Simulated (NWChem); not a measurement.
CAgIO; SMILES [O+]#[C-]->[Ag][I]

```xyz
4

Ag    -0.0077    -0.8327     0.0000
I      0.0185     1.7290     0.0000
O     -0.0561    -3.9973     0.0000
C     -0.0361    -2.8710     0.0000
```
Atoms are numbered in this order, from 1.

Level: PBE0/def2-SVP with def2 effective core potentials on Ag, I (NWChem), optimised geometry, unscaled harmonic frequencies. def2 effective core potentials on Ag, I; no spin-orbit coupling.

Task: List the harmonic frequencies with IR intensities, and the thermochemistry.

Result: 
```json
[
 {"frequency (cm⁻¹)": "49", "IR intensity (km/mol)": "0.5"},
 {"frequency (cm⁻¹)": "196", "IR intensity (km/mol)": "15.3"},
 {"frequency (cm⁻¹)": "278", "IR intensity (km/mol)": "1.9"},
 {"frequency (cm⁻¹)": "285", "IR intensity (km/mol)": "1.9"},
 {"frequency (cm⁻¹)": "328", "IR intensity (km/mol)": "4.6"},
 {"frequency (cm⁻¹)": "2280", "IR intensity (km/mol)": "607.8"}
]
```

| Item | Result |
|---|---|
| zero-point energy | 4.9 kcal/mol |
| thermal correction to the enthalpy at 298.15 K (with zero-point energy) | 8.9 kcal/mol |
| heat capacity Cv | 14.8 cal/(mol K) |
| entropy at 298.15 K and 1 atm (symmetry number 1) | 72.7 cal/(mol K) |

Rigid rotor and harmonic oscillator; modes under 100 cm⁻¹ make the entropy uncertain.
